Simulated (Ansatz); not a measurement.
Start from `ClB1CO1` and change one atom or group to get `C[Se]B1CO1`.

Ansatz, PBE0-D4/def2-TZVP geometries, multiplicity 1. Each molecule was computed in one conformer, which needn't be the lowest.

Scalar relativity is left out up to krypton.

```tsv
property	`ClB1CO1`
HOMO energy (PBE0/def2-TZVPP) / eV	-8.40
size of the dipole moment (B3LYP/def2-TZVPP) / D	1.45
HOMO–LUMO gap (PBE0/def2-TZVPP) / eV	8.19
HOMO energy (ωB97M-V/def2-TZVPP) / eV	-10.68
LUMO energy (PBE0/def2-TZVPP) / eV	-0.20
HOMO energy (B3LYP/def2-TZVPP) / eV	-8.17
```

(1) What does the change do to each property? (Estimate.)

Results:

(1) Computed: 
```tsv
property	`C[Se]B1CO1`	shift
HOMO energy (PBE0/def2-TZVPP) / eV	-7.13	1.27
size of the dipole moment (B3LYP/def2-TZVPP) / D	2.80	1.35
HOMO–LUMO gap (PBE0/def2-TZVPP) / eV	7.13	-1.06
HOMO energy (ωB97M-V/def2-TZVPP) / eV	-9.28	1.40
LUMO energy (PBE0/def2-TZVPP) / eV	0.00	0.20
HOMO energy (B3LYP/def2-TZVPP) / eV	-6.90	1.27
```

With PBE0 the HOMO rises by 1.27 eV and the LUMO rises by 0.20 eV, so the gap narrows by about 1.07 eV. PBE moves the HOMO by 1.02 eV and ωB97M-V by 1.40 eV. Dipoles are sizes alone; their direction can turn.

B3LYP here is the variant with VWN-RPA as its local correlation; programs differ in this.

Spin–orbit coupling is left out; it splits and shifts lone-pair levels of the heavy atoms by tenths of an eV.
